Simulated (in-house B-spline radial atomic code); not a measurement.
# The praseodymium ion Pr⁶⁺: [Kr] 4d10 4f1 5s2 5p3 9s1 (an excited or competing configuration)

Computed with a radial B-spline atomic code at the basis-set limit: Dirac-Hartree-Fock, average of configuration, Fermi nucleus of rms radius 4.8919 fm.

Z_r = [3n² - l(l+1)]/(2<r>); Z_e = n√(-2ε); the last column is Slater's effective charge. Values are occupation-weighted means over j. An effective charge above Z reflects the relativistic contraction of the inner shells.

```
shell  electrons   ε (eV)  <r> (bohr)    Z_r    Z_e  Slater
   1s          2   -42329     0.02409  62.27  55.78   58.70
   2s          2  -7003.3      0.1025  58.55  45.38   54.85
   2p          6  -6284.3     0.09033  55.35  42.98   54.85
   3s          2  -1637.6      0.2708  49.85  32.91   47.75
   3p          6  -1402.8       0.269  46.47  30.46   47.75
   3d         10  -1066.1      0.2468  42.54  26.56   37.85
   4s          2  -424.22      0.6182  38.82  22.34   31.25
   4p          6   -343.6      0.6531  35.22  20.10   31.25
   4d         10   -223.4      0.7127  29.46  16.21   19.85
   5s          2  -128.58       1.381  27.16  15.37   13.45
   5p          3  -106.04       1.515  24.09  13.96   13.45
   4f          1  -104.11      0.8608  20.91  11.06   13.00
   9s          1  -15.427       9.306  13.06   9.58    7.00
```

The least bound orbital is 9s1/2 at -15.43 eV, and it is also the most diffuse (<r> = 9.306 bohr).

Spin-orbit splittings of the orbital energies (j = l + 1/2 above j = l - 1/2 when positive): 2p 483.7 eV, 3p 98.03 eV, 3d 20.82 eV, 4p 21.64 eV, 4d 3.895 eV, 5p 4.148 eV, 4f 0.4021 eV.

For the 1s electron the small component carries 4.78 % of the norm, the zero-frequency Breit interaction raises the level by 115.8 eV, self-energy by 67.9 eV, and vacuum polarisation lowers it by 10.27 eV.
